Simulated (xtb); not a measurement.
xtb input (GFN1-xTB):

```bash
xtb mol.xyz --gfn 1 --sp --chrg -1 --uhf 0
```
mol.xyz:
```
14

C      2.68581447     0.14960220    -0.68026784
Si     1.43118595     0.11190276     0.54956119
N      0.00969991    -0.86564615     0.07790786
Si    -1.61771621    -0.37943043     0.12302369
N     -2.08701489     1.07225709    -0.74089547
H      2.51529251     0.58018593    -1.66563867
H      3.72812379     0.15995258    -0.36920604
H      1.98749515    -0.40019256     1.85215003
H      0.60693540     1.31906367     1.02349689
H      0.26133726    -1.64269221    -0.51904801
H     -2.44297491    -1.47563996    -0.46803088
H     -2.10407113    -0.11637390     1.50389793
H     -1.68717450     1.90861664    -0.33078236
H     -1.82722202     1.06857742    -1.72050673
```

Output:

```
           -------------------------------------------------
          |                Calculation Setup                |
           -------------------------------------------------

           -------------------------------------------------
          |                 G F N 1 - x T B                 |
           -------------------------------------------------

        Reference                      10.1021/acs.jctc.7b00118
      * Hamiltonian:
        H0-scaling (s, p, d)           1.850000    2.250000    2.000000
        zeta-weighting                 0.000000
      * Dispersion:
        s8                             2.400000
        a1                             0.630000
        a2                             5.000000
        s9                             0.000000
      * Repulsion:
        kExp                           1.500000
        rExp                           1.000000
      * Coulomb:
        alpha                          2.000000
        third order                    atomic
        anisotropic                    false
      * Halogen bond correction:
        rad-scale                      1.300000
        damping                        0.440000

          ...................................................
          :                      SETUP                      :
          :.................................................:
          :  # basis functions                  50          :
          :  # atomic orbitals                  48          :
          :  # shells                           30          :
          :  # electrons                        32          :
          :  # halogen bonds                     0          :
          :  max. iterations                   250          :
          :  Hamiltonian                  GFN1-xTB          :
          :  restarted?                      false          :
          :  GBSA solvation                  false          :
          :  PC potential                    false          :
          :  electronic temp.          300.0000000     K    :
          :  accuracy                    1.0000000          :
          :  -> integral cutoff          0.2500000E+02      :
          :  -> integral neglect         0.1000000E-07      :
          :  -> SCF convergence          0.1000000E-05 Eh   :
          :  -> wf. convergence          0.2000000E-04 e    :
          :  Broyden damping             0.4000000          :
          :  net charge                         -1          :
          :  unpaired electrons                  0          :
          ...................................................

 iter      E             dE          RMSdq      gap      omega  full diag
   1    -17.4903062 -0.174903E+02  0.754E+00    5.32       0.0  T
   2    -17.5396995 -0.493933E-01  0.452E+00    4.32       1.0  T
   3    -17.5400316 -0.332084E-03  0.679E-01    3.64       1.0  T
   4    -17.5414644 -0.143286E-02  0.123E-01    3.87       1.0  T
   5    -17.5416178 -0.153376E-03  0.352E-02    3.88       1.0  T
   6    -17.5416247 -0.691761E-05  0.120E-02    3.90       2.2  T
   7    -17.5416251 -0.358324E-06  0.273E-03    3.90       9.8  T
   8    -17.5416251 -0.820140E-08  0.660E-04    3.90      40.5  T
   9    -17.5416251 -0.846981E-09  0.107E-04    3.90     248.9  T
  10    -17.5416251 -0.111250E-09  0.263E-05    3.90    1017.6  T

   *** convergence criteria satisfied after 10 iterations ***

         #    Occupation            Energy/Eh            Energy/eV
      -------------------------------------------------------------
         1        2.0000           -0.5842767             -15.8990
       ...           ...                  ...                  ...
        10        2.0000           -0.2920852              -7.9480
        11        2.0000           -0.2798696              -7.6156
        12        2.0000           -0.2671428              -7.2693
        13        2.0000           -0.2538650              -6.9080
        14        2.0000           -0.2432062              -6.6180
        15        2.0000           -0.2220047              -6.0411
        16        2.0000           -0.1489197              -4.0523 (HOMO)
        17                         -0.0056127              -0.1527 (LUMO)
        18                          0.0289706               0.7883
        19                          0.0397094               1.0805
        20                          0.0429950               1.1700
        21                          0.0626830               1.7057
       ...                                ...                  ...
        48                          1.6516433              44.9435
      -------------------------------------------------------------
                  HL-Gap            0.1433070 Eh            3.8996 eV
             Fermi-level           -0.0772662 Eh           -2.1025 eV

 SCC (total)                   0 d,  0 h,  0 min,  0.012 sec
 SCC setup                      ...        0 min,  0.000 sec (  0.663%)
 Dispersion                     ...        0 min,  0.000 sec (  0.382%)
 classical contributions        ...        0 min,  0.000 sec (  0.138%)
 integral evaluation            ...        0 min,  0.003 sec ( 26.668%)
 iterations                     ...        0 min,  0.003 sec ( 22.874%)
 molecular gradient             ...        0 min,  0.006 sec ( 48.197%)
 printout                       ...        0 min,  0.000 sec (  1.029%)

         :::::::::::::::::::::::::::::::::::::::::::::::::::::
         ::                     SUMMARY                     ::
         :::::::::::::::::::::::::::::::::::::::::::::::::::::
         :: total energy             -17.364242272916 Eh    ::
         :: gradient norm              0.051017226861 Eh/a0 ::
         :: HOMO-LUMO gap              3.899581613943 eV    ::
         ::.................................................::
         :: SCC energy               -17.541625100748 Eh    ::
         :: -> electrostatic           0.149182167442 Eh    ::
         :: repulsion energy           0.182778996713 Eh    ::
         :: dispersion energy         -0.005396168881 Eh    ::
         :: halogen bond corr.         0.000000000000 Eh    ::
         :: add. restraining           0.000000000000 Eh    ::
         :: total charge              -1.000000000000 e     ::
         :::::::::::::::::::::::::::::::::::::::::::::::::::::

           -------------------------------------------------
          |                Property Printout                |
           -------------------------------------------------

    * Orbital Energies and Occupations

         #    Occupation            Energy/Eh            Energy/eV
      -------------------------------------------------------------
         1        2.0000           -0.5842767             -15.8990
       ...           ...                  ...                  ...
         4        2.0000           -0.3935622             -10.7094
         5        2.0000           -0.3892934             -10.5932
         6        2.0000           -0.3581310              -9.7452
         7        2.0000           -0.3357385              -9.1359
         8        2.0000           -0.3199258              -8.7056
         9        2.0000           -0.3006106              -8.1800
        10        2.0000           -0.2920852              -7.9480
        11        2.0000           -0.2798696              -7.6156
        12        2.0000           -0.2671428              -7.2693
        13        2.0000           -0.2538650              -6.9080
        14        2.0000           -0.2432062              -6.6180
        15        2.0000           -0.2220047              -6.0411
        16        2.0000           -0.1489197              -4.0523 (HOMO)
        17                         -0.0056127              -0.1527 (LUMO)
Note: The following floating-point exceptions are signalling: IEEE_DENORMAL
normal termination of xtb
        18                          0.0289706               0.7883
        19                          0.0397094               1.0805
        20                          0.0429950               1.1700
        21                          0.0626830               1.7057
        22                          0.0760834               2.0703
        23                          0.0900713               2.4510
        24                          0.0961157               2.6154
        25                          0.1035967               2.8190
        26                          0.1134438               3.0870
        27                          0.1313942               3.5754
       ...                                ...                  ...
        48                          1.6516433              44.9435
      -------------------------------------------------------------
                  HL-Gap            0.1433070 Eh            3.8996 eV
             Fermi-level           -0.0772662 Eh           -2.1025 eV

  Mulliken/CM5 charges         n(s)   n(p)   n(d)
     1C    -0.45905 -0.50765   0.997  3.462  0.000
     2Si    0.06545 -0.11786   1.136  2.012  0.787
     3N    -0.41989 -0.69479   1.447  3.973  0.000
     4Si    0.27124  0.16048   1.098  1.812  0.818
     5N    -0.52907 -0.93795   1.452  4.077  0.000
     6H    -0.00532  0.04947   1.005  0.000  0.000
     7H    -0.00514  0.04993   1.005  0.000  0.000
     8H    -0.13039 -0.05100   1.130  0.000  0.000
     9H    -0.13264 -0.05407   1.133  0.000  0.000
    10H     0.18487  0.38670   0.815  0.000  0.000
    11H    -0.12016 -0.03488   1.120  0.000  0.000
    12H    -0.09960 -0.01291   1.100  0.000  0.000
    13H     0.19470  0.38734   0.805  0.000  0.000
    14H     0.18499  0.37717   0.815  0.000  0.000

Wiberg/Mayer (AO) data.
largest (>0.10) Wiberg bond orders for each atom

 ---------------------------------------------------------------------------
     #   Z sym  total        # sym  WBO       # sym  WBO       # sym  WBO
 ---------------------------------------------------------------------------
     1   6 C    3.718 --     2 Si   1.740     6 H    0.945     7 H    0.942
     2  14 Si   4.814 --     1 C    1.740     3 N    0.971     8 H    0.938
                             9 H    0.902     4 Si   0.121
     3   7 N    3.360 --     4 Si   1.386     2 Si   0.971    10 H    0.895
     4  14 Si   4.754 --     3 N    1.386     5 N    1.205    12 H    0.943
                            11 H    0.939     2 Si   0.121
     5   7 N    3.113 --     4 Si   1.205    14 H    0.926    13 H    0.919
     6   1 H    1.004 --     1 C    0.945
     7   1 H    1.004 --     1 C    0.942
     8   1 H    0.985 --     2 Si   0.938
     9   1 H    0.979 --     2 Si   0.902
    10   1 H    0.984 --     3 N    0.895
    11   1 H    0.986 --     4 Si   0.939
    12   1 H    0.987 --     4 Si   0.943
    13   1 H    0.972 --     5 N    0.919
    14   1 H    0.973 --     5 N    0.926
 ---------------------------------------------------------------------------

Topologies differ in total number of bonds
Writing topology from bond orders to xtbtopo.mol

 dipole moment from electron density (au)
     X       Y       Z
  -2.0176   0.0730  -0.6517  total (Debye):    5.392

           -------------------------------------------------
          | TOTAL ENERGY              -17.364242272916 Eh   |
          | GRADIENT NORM               0.051017226861 Eh/α |
          | HOMO-LUMO GAP               3.899581613943 eV   |
           -------------------------------------------------

------------------------------------------------------------------------
------------------------------------------------------------------------
 total:
 SCF:
```

It need not be the lowest isomer of its formula. Whether it binds its extra electron was not tested at this geometry.
